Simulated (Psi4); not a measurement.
Cl3Ga, singlet, at a GFN2-xTB geometry (such geometries of metal compounds can be far from the true shape); Psi4 with SVWN/STO-3G.

The Psi4 input:
```
memory 2 GB

molecule mol {
0 1
Ga    0.000000    0.000000   -0.000000
Cl   -1.760000   -1.105817   -0.208205
Cl    0.100325    1.952147   -0.736775
Cl    1.659675   -0.846330    0.944980
}

set {
  basis sto-3g
  reference rks
  dft_radial_scheme becke
}

energy('svwn')
print_variables()
```

What the program printed (banner, timings and long lists left out):

```
   => Loading Basis Set <=

    Name: STO-3G
    Role: ORBITAL
    Keyword: BASIS

         ---------------------------------------------------------
                                   SCF
               by Justin Turney, Rob Parrish, Andy Simmonett
                          and Daniel G. A. Smith
                              RKS Reference
         ---------------------------------------------------------

  ==> Geometry <==

    Molecular point group: cs
    Full point group: Cs

    Geometry (in Angstrom), charge = 0, multiplicity = 1:

       Center              X                  Y                   Z               Mass
    ------------   -----------------  -----------------  -----------------  -----------------
         GA           0.000000000000     0.000000000000     0.000000000000    68.925573500000
         CL          -0.951327364182     1.859773321045     0.000000000000    34.968852682000
         CL           2.086274621138    -0.106012362747     0.000000000000    34.968852682000
         CL          -1.134947256956    -1.753760958299     0.000000000000    34.968852682000

  Running in cs symmetry.

  Rotational constants: A =      0.07365  B =      0.07365  C =      0.03682 [cm^-1]
  Rotational constants: A =   2207.91188  B =   2207.91034  C =   1103.95556 [MHz]
  Nuclear repulsion =  527.301662269770759

  Charge       = 0
  Multiplicity = 1
  Electrons    = 82
  Nalpha       = 41
  Nbeta        = 41

  ==> Algorithm <==

  SCF Algorithm Type is DF.
  DIIS enabled.
  MOM disabled.
  Fractional occupation disabled.
  Guess Type is SAD.
  Energy threshold   = 1.00e-06
  Density threshold  = 1.00e-06
  Integral threshold = 1.00e-12

  ==> Primary Basis <==

  Basis Set: STO-3G
    Blend: STO-3G
    Number of shells: 23
    Number of basis functions: 45
    Number of Cartesian functions: 46
    Spherical Harmonics?: true
    Max angular momentum: 2

  ==> DFT Potential <==

   => LibXC <=

    Version 7.1.2
    S. Lehtola, C. Steigemann, M. J. T. Oliveira, and M. A. L. Marques,  SoftwareX 7, 1–5 (2018) (10.1016/j.softx.2017.11.002)

   => Composite Functional: SVWN <=

    Slater exchange
    Vosko, Wilk & Nusair (VWN5_RPA)
    P. A. M. Dirac,  Math. Proc. Cambridge Philos. Soc. 26, 376 (1930) (10.1017/S0305004100016108)
    F. Bloch,  Z. Phys. 57, 545 (1929) (10.1007/BF01340281)
    S. H. Vosko, L. Wilk, and M. Nusair,  Can. J. Phys. 58, 1200 (1980) (10.1139/p80-159)

    Deriv               =              1
    GGA                 =          FALSE
    Meta                =          FALSE

    Exchange Hybrid     =          FALSE
    MP2 Hybrid          =          FALSE

   => Exchange Functionals <=

    1.0000         XC_LDA_X

   => Correlation Functionals <=

    1.0000   XC_LDA_C_VWN_RPA

   => LibXC Density Thresholds  <==

    XC_LDA_C_VWN_RPA:  1.00E-15
    XC_LDA_X:  1.00E-15

   => Molecular Quadrature <=

    Radial Scheme          =          BECKE
    Pruning Scheme         =           NONE
    Nuclear Scheme         =       TREUTLER

    Blocking Scheme        =         OCTREE
    BS radius alpha        =              1
    Pruning alpha          =              1
    Radial Points          =             75
    Spherical Points       =            302
    Total Points           =          71124
    Total Blocks           =            607
    Max Points             =            256
    Max Functions          =             37
    Weights Tolerance      =       1.00E-15

   => Loading Basis Set <=

    Name: (STO-3G AUX)
    Role: JKFIT
    Keyword: DF_BASIS_SCF

  ==> Integral Setup <==

  SCF_SUBTYPE=INCORE selected. In-core MEM_DF algorithm will be used.
  Using in-core AOs.

  ==> MemDFJK: Density-Fitted J/K Matrices <==

    J tasked:                   Yes
    K tasked:                    No
    wK tasked:                   No
    Algorithm:                 Core
    Schwarz Cutoff:           1E-12
    Mask sparsity (%):      14.8148
    Fitting Condition:        1E-10

   => Auxiliary Basis Set <=

[...]

  ==> Iterations <==

                           Total Energy        Delta E     RMS |[F,P]|

   @DF-RKS iter SAD: -3260.54548563313892   -3.26055e+03   0.00000e+00
   @DF-RKS iter   1: -3261.10104710800169   -5.55561e-01   2.26227e-02 DIIS/ADIIS
   @DF-RKS iter   2: -3238.53969867625483    2.25613e+01   4.51546e-02 DIIS/ADIIS
   @DF-RKS iter   3: -3261.67091370692378   -2.31312e+01   9.95136e-03 DIIS/ADIIS
   @DF-RKS iter   4: -3261.48719858139066    1.83715e-01   1.64302e-02 DIIS/ADIIS
   @DF-RKS iter   5: -3261.41217366755245    7.50249e-02   1.73354e-02 DIIS/ADIIS
   @DF-RKS iter   6: -3261.48348769494032   -7.13140e-02   1.61709e-02 DIIS/ADIIS
   @DF-RKS iter   7: -3261.45997761548324    2.35101e-02   1.67550e-02 DIIS/ADIIS
   @DF-RKS iter   8: -3261.45418003657232    5.79758e-03   1.68049e-02 DIIS/ADIIS
   @DF-RKS iter   9: -3261.45441732380777   -2.37287e-04   1.68022e-02 DIIS/ADIIS
   @DF-RKS iter  10: -3261.45432693969860    9.03841e-05   1.67935e-02 DIIS/ADIIS
   @DF-RKS iter  11: -3261.43301152966251    2.13154e-02   1.71140e-02 DIIS/ADIIS
   @DF-RKS iter  12: -3261.39681019125510    3.62013e-02   1.75927e-02 DIIS/ADIIS
   @DF-RKS iter  13: -3255.28665987625482    6.11015e+00   9.74662e-02 DIIS/ADIIS
   @DF-RKS iter  14: -3261.75095473508645   -6.46429e+00   1.15006e-02 DIIS/ADIIS
   @DF-RKS iter  15: -3261.88493225898719   -1.33978e-01   2.23226e-03 DIIS/ADIIS
   @DF-RKS iter  16: -3261.88988807573560   -4.95582e-03   8.92166e-04 DIIS/ADIIS
   @DF-RKS iter  17: -3261.89060913255662   -7.21057e-04   2.49828e-04 DIIS/ADIIS
   @DF-RKS iter  18: -3261.89069535278213   -8.62202e-05   8.60992e-06 DIIS
   @DF-RKS iter  19: -3261.89069543329151   -8.05094e-08   6.58138e-06 DIIS
   @DF-RKS iter  20: -3261.89069545877146   -2.54799e-08   4.74060e-06 DIIS
   @DF-RKS iter  21: -3261.89069547630288   -1.75314e-08   1.97599e-06 DIIS
   @DF-RKS iter  22: -3261.89069547987810   -3.57522e-09   3.53255e-07 DIIS
  Energy and wave function converged.

  ==> Post-Iterations <==

   Electrons on quadrature grid:
      Ntotal   =   81.9999906421 ; deviation = -9.358e-06

    Orbital Energies [Eh]
    ---------------------

    Doubly Occupied:

[...]
    Virtual:

[...]
      34Ap     0.126372

    Final Occupation by Irrep:
             Ap   App
    DOCC [    31,   10 ]
    NA   [    31,   10 ]
    NB   [    31,   10 ]

  @DF-RKS Final Energy: -3261.89069547987810

   => Energetics <=

    Nuclear Repulsion Energy =            527.3016622697707589
    One-Electron Energy =               -5598.3584722361902095
    Two-Electron Energy =                1962.9275561238794126
    DFT Exchange-Correlation Energy =    -153.7614416373375548
    Empirical Dispersion Energy =           0.0000000000000000
    VV10 Nonlocal Energy =                  0.0000000000000000
    Total Energy =                      -3261.8906954798781044

Computation Completed

Properties will be evaluated at   0.000000,   0.000000,   0.000000 [a0]

Properties computed using the SCF density matrix

 Multipole Moments:

 ------------------------------------------------------------------------------------
     Multipole            Electronic (a.u.)      Nuclear  (a.u.)        Total (a.u.)
 ------------------------------------------------------------------------------------

 L = 1.  Multiply by 2.5417464519 to convert [e a0] to [Debye]
 Dipole X            :          0.0000557           -0.0000000            0.0000557
 Dipole Y            :          0.0000765            0.0000000            0.0000765
 Dipole Z            :          0.0000000            0.0000000            0.0000000
 Magnitude           :                                                    0.0000946

 ------------------------------------------------------------------------------------

  Variable Map:
  ----------------------------------------------------------------------------
[...]
  Array Variable Map:
  ----------------------------------------------------------------------------
[...]
[...]
```
